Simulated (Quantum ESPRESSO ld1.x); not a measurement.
Sn II, configuration [Kr] 4d10 5s2 5p1. Method: Dirac Kohn-Sham, PBE, spin-unpolarised, spherical densities, point nucleus; open shells are shared between the two j in proportion to 2j + 1; computed with ld1.x of Quantum ESPRESSO 7.5.

Normalised radial functions P(r) = r R(r) (large component), r in bohr:

r,4d3/2,4d5/2,5s1/2
0.001187,0.0000,0.0000,0.0212
0.001416,0.0000,0.0000,0.0247
0.001675,0.0000,0.0000,0.0285
0.001981,0.0000,0.0000,0.0328
0.002363,0.0000,0.0000,0.0378
0.002795,0.0001,0.0000,0.0432
0.003306,0.0001,0.0001,0.0491
0.003942,0.0001,0.0001,0.0559
0.004663,0.0002,0.0001,0.0627
0.005516,0.0003,0.0002,0.0698
0.006578,0.0005,0.0004,0.0774
0.007781,0.0008,0.0006,0.0842
0.009205,0.0012,0.0010,0.0903
0.01098,0.0019,0.0016,0.0951
0.01298,0.0030,0.0025,0.0973
0.01536,0.0046,0.0040,0.0963
0.01832,0.0073,0.0065,0.0904
0.02167,0.0113,0.0101,0.0790
0.02563,0.0172,0.0157,0.0609
0.03056,0.0266,0.0245,0.0339
0.03615,0.0398,0.0370,0.0008
0.04277,0.0588,0.0551,-0.0381
0.051,0.0868,0.0820,-0.0817
0.06032,0.1234,0.1174,-0.1205
0.07136,0.1714,0.1641,-0.1492
0.08509,0.2347,0.2261,-0.1591
0.1007,0.3063,0.2968,-0.1410
0.1191,0.3844,0.3744,-0.0915
0.142,0.4635,0.4540,-0.0087
0.168,0.5223,0.5145,0.0873
0.1987,0.5463,0.5416,0.1771
0.2369,0.5129,0.5130,0.2334
0.2803,0.4080,0.4138,0.2237
0.3315,0.2253,0.2371,0.1396
0.3953,-0.0392,-0.0220,-0.0149
0.4677,-0.3327,-0.3123,-0.1853
0.5532,-0.6227,-0.6020,-0.3208
0.6597,-0.8705,-0.8526,-0.3661
0.7803,-1.0101,-0.9976,-0.2853
0.9231,-1.0360,-1.0304,-0.0929
1.101,-0.9526,-0.9541,0.1779
1.302,-0.8003,-0.8070,0.4363
1.54,-0.6164,-0.6262,0.6362
1.837,-0.4274,-0.4380,0.7438
2.173,-0.2745,-0.2840,0.7404
2.57,-0.1592,-0.1666,0.6488
3.065,-0.0792,-0.0840,0.4946
3.625,-0.0353,-0.0380,0.3345
4.289,-0.0134,-0.0146,0.1971
5.114,-0.0039,-0.0044,0.0960
6.05,-0.0010,-0.0011,0.0402
7.156,-0.0002,-0.0002,0.0136
8.533,0.0000,0.0000,0.0034
10.09,0.0000,0.0000,0.0007
11.94,0.0000,0.0000,0.0001
14.24,0.0000,0.0000,0.0000
16.84,0.0000,0.0000,0.0000
19.93,0.0000,0.0000,0.0000
23.76,0.0000,0.0000,0.0000
28.11,0.0000,0.0000,0.0000
33.25,0.0000,0.0000,0.0000
39.65,0.0000,0.0000,0.0000
46.9,0.0000,0.0000,0.0000

4d3/2: eigenvalue -34.416 eV, 1 radial node at r = 0.386 bohr, <r> = 1.09 bohr, 90 % of the charge inside 1.69 bohr. 4d5/2: eigenvalue -33.372 eV, 1 radial node at r = 0.390 bohr, <r> = 1.10 bohr, 90 % of the charge inside 1.72 bohr. 5s1/2: eigenvalue -17.804 eV, 4 radial nodes at r = 0.0363, 0.144, 0.389, 0.983 bohr, <r> = 2.31 bohr, 90 % of the charge inside 3.39 bohr.
